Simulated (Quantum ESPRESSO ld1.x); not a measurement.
One sound ld1.x (Quantum ESPRESSO 7.5) input for neutral zirconium gives E = -3594.5966 hartree in 42 iterations:

```
 &input
    zed=40.0,
    iswitch=1,
    rel=1,
    dft='PZ',
    config='[Kr] 4d2 5s2',
    verbosity='high',
    prefix='ld1',
    max_out_wfc=37,
    file_charge='ld1.rho',
 /
```

Changed or added lines, one case at a time, and what came of them:

- lsd=1 dft='PBE': silently wrong. The run ends normally, but in this build (ld1.x 7.5) Etot and Exc of a spin-polarised run lack the gradient corrections of exchange and correlation and come out near their LSDA values (nitrogen, PBE: -54.132 hartree against -54.536 from two other codes). The eigenvalues and orbitals are those of the GGA; the energies must not be used.
- config='[Kr] 4d2 5s2 1s1': refused. The program stops in el_config with "wavefunction 1S found too many times": the bracketed core already holds 1s.
- tr2=1e-22: usable despite the warning. The threshold lies below the rounding noise, so the cycle runs to its limit and warns, but the energy differs from the sound run by less than 1e-5 hartree.
- config='[Kr] 4d2 5s2 5s2': refused. The program stops in el_config with "wavefunction 5S found too many times": a shell may stand twice only as spin up and down (lsd = 1) or as its two j (rel = 2, l > 0), within their capacities.
- rel=2 cau_fact=37.87: crashed. The program stops in dirsol with "no classical turning point found": with c below Z the Dirac equation of a point nucleus has no 1s solution.
- dft='B3LPY': silently wrong. The misspelt name is read as B3LYP (index line 7 12 9 7), and as for B3LYP no exact exchange is computed, so the numbers are not those of the hybrid.
- rel=2 relpert=.true.: refused. The program stops in ld1_readin with "perturbative SO-splitting for AE calculations with rel=0 only": the perturbative correction needs rel = 0.
